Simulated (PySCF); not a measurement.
# Radial density of Dy⁵⁰⁺ (dysprosium, charge +50)

M06-L, [Ne] 3s2 3p4, high-spin 3P determinant. All numbers are calculated (PySCF 2.14, the non-relativistic Hamiltonian (point nucleus), in an even-tempered Gaussian basis (16 s from 11 bohr⁻², ratio 2.5; 10 p from 14 bohr⁻², ratio 2.5; 4 d from 60 bohr⁻², ratio 2.7; 4 f from 90 bohr⁻², ratio 2.7)).

```json
{"r (bohr)": "0.000400", "4πr²ρ (e/bohr)": "0.3920", "4πr²(ρα − ρβ)": "0.0000"}
{"r (bohr)": "0.000673", "4πr²ρ (e/bohr)": "1.070", "4πr²(ρα − ρβ)": "0.0001"}
{"r (bohr)": "0.00113", "4πr²ρ (e/bohr)": "2.849", "4πr²(ρα − ρβ)": "0.0003"}
{"r (bohr)": "0.00191", "4πr²ρ (e/bohr)": "7.282", "4πr²(ρα − ρβ)": "0.0010"}
{"r (bohr)": "0.00320", "4πr²ρ (e/bohr)": "17.36", "4πr²(ρα − ρβ)": "0.0037"}
{"r (bohr)": "0.00539", "4πr²ρ (e/bohr)": "36.86", "4πr²(ρα − ρβ)": "0.0174"}
{"r (bohr)": "0.00907", "4πr²ρ (e/bohr)": "64.50", "4πr²(ρα − ρβ)": "0.0956"}
{"r (bohr)": "0.0153", "4πr²ρ (e/bohr)": "83.40", "4πr²(ρα − ρβ)": "0.4885"}
{"r (bohr)": "0.0257", "4πr²ρ (e/bohr)": "76.39", "4πr²(ρα − ρβ)": "1.8796"}
{"r (bohr)": "0.0431", "4πr²ρ (e/bohr)": "82.79", "4πr²(ρα − ρβ)": "4.1325"}
{"r (bohr)": "0.0726", "4πr²ρ (e/bohr)": "100.7", "4πr²(ρα − ρβ)": "2.1844"}
{"r (bohr)": "0.122", "4πr²ρ (e/bohr)": "44.03", "4πr²(ρα − ρβ)": "1.6788"}
{"r (bohr)": "0.205", "4πr²ρ (e/bohr)": "37.44", "4πr²(ρα − ρβ)": "11.7621"}
{"r (bohr)": "0.345", "4πr²ρ (e/bohr)": "7.707", "4πr²(ρα − ρβ)": "2.3601"}
{"r (bohr)": "0.581", "4πr²ρ (e/bohr)": "0.07045", "4πr²(ρα − ρβ)": "0.0190"}
```

A non-relativistic calculation at this Z misses sizeable relativistic shifts. Spin-orbit coupling is strong in this species (close to jj coupling), so the high-spin LS determinant is a model state, not a physical level.
